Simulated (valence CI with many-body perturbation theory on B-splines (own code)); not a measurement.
The numbers below are computed, except where a source is named.
# Pm20+: magnetic and hyperfine properties of the levels

Level of theory: valence CI with perturbative core correlation (CI+MBPT): five valence electrons over a frozen Dirac-Fock core [Kr], a basis of 7 s, 7 p, 8 d, 6 f, 4 g, 1 h functions for each j, with the one-electron correlation potential Σ1, the two-electron term Σ2, the three-electron term Σ3, Breit, model QED; selected CI, second order for the rest (own B-spline code, finite nucleus).

No measured levels were compared; by estimate terms of the open shell hold to 2 to 4 % of their energy, and close levels can change places. Core correlation moves these levels by up to 12000 cm⁻¹, and in measured spectra 5 to 20 % of such shifts remained as error; rates that hang on mixing are uncertain with them. Among the levels kept, up to 260 cm⁻¹ of a level comes from second order outside the variational space, and about a tenth of that is noise between levels of different J, which matters for small intervals. Only levels of the ground parity were solved; by the run's estimate the other parity begins above the list, which can be wrong where configurations are misplaced.

A/g_I is the dipole constant over the nuclear g factor μ/I (μ in nuclear magnetons, uniformly magnetised nucleus), B/Q the quadrupole constant per barn. Both hold the static response of the core; the bare values leave it out. Large factors of s and p1/2 electrons are usually good to 5 to 10 %; those of open d and f shells near neutrality can be off by tens of per cent, and small factors of p3/2, d and f electrons come from cancelling terms and can be off by a factor of two or in sign, in half-filled shells by more. B is blank for J = 1/2, where it vanishes, and for nearly pure S terms. Energies count from the lowest level.

Levels are named by their leading jj configuration (3d3/2^4 stands for four electrons in 3d with j = 3/2), which in mixed levels can hold well under half, so a name can repeat and another be missing. Letters in brackets count levels of one name in rising energy.

```tsv
Level	E (eV)	g	A/g_I (MHz)	A/g_I bare	B/Q (MHz/b)	B/Q bare
(4d3/2^4 4d5/2) J=5/2 [a]	0.000	1.791	130	1190	1730	1620
(4d3/2^4 4d5/2) J=5/2 [b]	4.528	1.111	3370	3420	5750	5460
(4d3/2^3 4d5/2^2) J=7/2 [a]	7.165	1.128	4210	4290	6570	6260
(4d3/2^3 4d5/2^2) J=3/2 [a]	7.459	1.296	4390	4710	5600	5340
(4d3/2^3 4d5/2^2) J=11/2	7.695	1.175	4910	5060	-93.0	-114
(4d3/2^3 4d5/2^2) J=9/2	8.323	1.162	4480	4600	5710	5440
(4d3/2^3 4d5/2^2) J=5/2 [a]	8.361	1.102	4230	4270	1930	1850
(4d3/2^3 4d5/2^2) J=1/2	9.027	1.768	-2120	-1090		
(4d3/2^3 4d5/2^2) J=7/2 [b]	10.375	1.187	4470	4640	-2380	-2260
(4d3/2^3 4d5/2^2) J=5/2 [b]	10.984	1.227	3370	3590	-183	-177
(4d3/2^2 4d5/2^3) J=7/2 [a]	11.969	1.175	4300	4450	-4700	-4480
(4d3/2^2 4d5/2^3) J=11/2	12.211	1.040	5370	5310	419	404
(4d3/2^3 4d5/2^2) J=3/2 [b]	12.635	0.885	8700	8410	-5400	-5150
(4d3/2^2 4d5/2^3) J=1/2 [a]	12.764	0.764	10900	10400		
(4d3/2^2 4d5/2^3) J=9/2 [a]	12.930	1.150	4410	4520	-1080	-1040
(4d3/2^2 4d5/2^3) J=3/2 [a]	13.468	1.128	4560	4640	916	871
(4d3/2^2 4d5/2^3) J=13/2	13.551	1.075	5510	5510	-5.91	1.74
(4d3/2^2 4d5/2^3) J=5/2 [a]	14.115	1.012	5740	5650	-1450	-1370
(4d3/2^2 4d5/2^3) J=9/2 [b]	15.657	1.108	4970	5020	748	714
(4d3/2^2 4d5/2^3) J=7/2 [b]	16.055	0.993	6720	6600	-464	-440
(4d3/2^2 4d5/2^3) J=5/2 [b]	16.271	1.045	5660	5610	1260	1190
(4d3/2^2 4d5/2^3) J=3/2 [b]	17.222	0.776	8770	8310	418	414
(4d3/2 4d5/2^4) J=5/2 [a]	17.559	1.181	2730	2890	-3690	-3510
(4d3/2^2 4d5/2^3) J=7/2 [c]	17.890	1.072	5940	5930	2190	2090
(4d3/2^2 4d5/2^3) J=1/2 [b]	18.082	1.902	-2650	-1420		
(4d3/2 4d5/2^4) J=7/2 [a]	19.419	1.195	3790	3960	-9730	-9280
(4d3/2^2 4d5/2^3) J=9/2 [c]	19.420	1.097	5040	5070	4030	3860
(4d3/2 4d5/2^4) J=11/2	20.125	1.066	5400	5380	-319	-270
(4d3/2 4d5/2^4) J=3/2 [a]	20.920	0.858	6200	5880	-5770	-5500
(4d3/2 4d5/2^4) J=5/2 [b]	22.221	1.118	4790	4850	4860	4650
(4d3/2 4d5/2^4) J=9/2	22.778	1.110	4800	4840	-9380	-8940
(4d3/2^2 4d5/2^3) J=5/2 [c]	23.407	1.101	4220	4260	-2890	-2740
(4d3/2 4d5/2^4) J=7/2 [b]	24.124	0.952	6440	6250	8520	8130
(4d3/2^2 4d5/2^3) J=3/2 [c]	24.455	1.227	4340	4560	-4530	-4320
(4d3/2 4d5/2^4) J=1/2	27.116	0.894	149	-109		
(4d3/2^2 4d5/2^3) J=5/2 [d]	29.660	1.182	3700	3860	-7310	-6960
(4d3/2 4d5/2^4) J=3/2 [b]	30.478	0.882	8890	8600	8770	8360
```

Question: Take the isotope of mass number 147, with I = 7/2, μ = 2.58 μN and Q = 0.74 b. What is the hyperfine structure of (4d3/2^3 4d5/2^2) J=11/2?

Answer: From the table A = 3620 MHz, B = -68.8 MHz. Shifts from the centre of gravity in MHz: F = 2: -82400, F = 3: -71500, F = 4: -57000, F = 5: -38900, F = 6: -17200, F = 7: 8160, F = 8: 37100, F = 9: 69700.
